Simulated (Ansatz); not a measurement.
A structure relaxed at r2SCAN-D4/def2-SVP in Ansatz, charge 0, singlet:

```xyz
8

Nb   -0.031   -0.019    0.007
Se   -1.953   -1.199    0.444
O    -0.378    1.834    0.084
H    -1.171    2.352    0.265
O     0.616   -0.448   -1.713
H     0.307   -1.039   -2.410
O     1.295   -0.445    1.280
H     1.315   -1.035    2.044
```

**Question.** Give its formula, name or SMILES and point group.

**Answer.** NbSe(OH)3 (NbSeO₃H₃). Point group C3v (tolerance 0.1 Å).

**Question.** Summarise the bond lengths by kind (pairs closer than 1.2 times the sum of covalent radii, bridged metal pairs left out).

**Answer.** 3 × Nb–O 1.89 Å; 1 × Nb–Se 2.30 Å; 3 × H–O 0.97 Å. The metal has 4 neighbours: Se 2.30 Å, O 1.89 Å, O 1.89 Å, O 1.89 Å.

In the def2 sets Nb takes a core potential; there is no spin–orbit coupling.
